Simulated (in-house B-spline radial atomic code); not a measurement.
Inner levels of gold as electrons are removed. A shift is the extra binding of the orbital against the neutral atom ([Xe] 4f14 5d10 6s1). The density at the nucleus is averaged over the nuclear charge. Computed with a B-spline radial code for spherical atoms: Dirac-Hartree-Fock, average of the configuration, finite nuclei.

| ion | configuration | shift of 3d5/2 (eV) | shift of 3p1/2 (eV) | shift of 2s1/2 (eV) | radius of 3d5/2 (bohr) | radius of 3p1/2 (bohr) | radius of 2s1/2 (bohr) | Σ<r²> (bohr²) | change of density at nucleus (bohr⁻³) |
| --- | --- | --- | --- | --- | --- | --- | --- | --- | --- |
| Au45+ | [Ar] 3d10 4s2 4p4 | 2153.88 | 2153.12 | 2240.78 | 0.1655 | 0.1707 | 0.070331 | 1.5855 | 4077.14 |
| Au46+ | [Ar] 3d10 4s2 4p3 | 2232.26 | 2230.39 | 2327.48 | 0.16525 | 0.17054 | 0.070316 | 1.4185 | 4330.09 |
| Au47+ | [Ar] 3d10 4s2 4p2 | 2311.33 | 2308.32 | 2415.06 | 0.16499 | 0.17037 | 0.0703 | 1.2547 | 4585.16 |
| Au48+ | [Ar] 3d10 4s2 4p1 | ? | ? | ? | ? | ? | ? | ? | ? |
| Au49+ | [Ar] 3d10 4s2 | 2471.57 | 2466.2 | 2592.87 | 0.16446 | 0.17002 | 0.070267 | 0.93652 | 5101.44 |
| Au50+ | [Ar] 3d10 4s1 | 2553.86 | 2547.61 | 2682.14 | 0.16419 | 0.16983 | 0.070263 | 0.78951 | -4129.33 |
| Au51+ | [Ar] 3d10 | 2636.79 | 2629.64 | 2772.19 | 0.16392 | 0.16963 | 0.070256 | 0.64505 | -13575.1 |
| Au52+ | [Ar] 3d9 | ? | ? | ? | ? | ? | ? | ? | ? |
| Au53+ | [Ar] 3d8 | ? | ? | ? | ? | ? | ? | ? | ? |
| Au54+ | [Ar] 3d7 | 3061.71 | 3030.11 | 3293.09 | 0.16036 | 0.16713 | 0.07012 | 0.53453 | -10821.1 |

Problem. Fill in the row of Au48+.

Solution. shift of 3d5/2 (eV): 2391.1; shift of 3p1/2 (eV): 2386.93; shift of 2s1/2 (eV): 2503.52; radius of 3d5/2 (bohr): 0.16473; radius of 3p1/2 (bohr): 0.17019; radius of 2s1/2 (bohr): 0.070284; Σ<r²> (bohr²): 1.0941; change of density at nucleus (bohr⁻³): 4842.29.

Problem. Fill in the row of Au52+.

Solution. shift of 3d5/2 (eV): 2776.87; shift of 3p1/2 (eV): 2761.82; shift of 2s1/2 (eV): 2943.73; radius of 3d5/2 (bohr): 0.16271; radius of 3p1/2 (bohr): 0.1688; radius of 2s1/2 (bohr): 0.070212; Σ<r²> (bohr²): 0.60716; change of density at nucleus (bohr⁻³): -12675.

Problem. Fill in the row of Au53+.

Solution. shift of 3d5/2 (eV): 2918.51; shift of 3p1/2 (eV): 2895.31; shift of 2s1/2 (eV): 3117.37; radius of 3d5/2 (bohr): 0.16153; radius of 3p1/2 (bohr): 0.16796; radius of 2s1/2 (bohr): 0.070167; Σ<r²> (bohr²): 0.57033; change of density at nucleus (bohr⁻³): -11757.
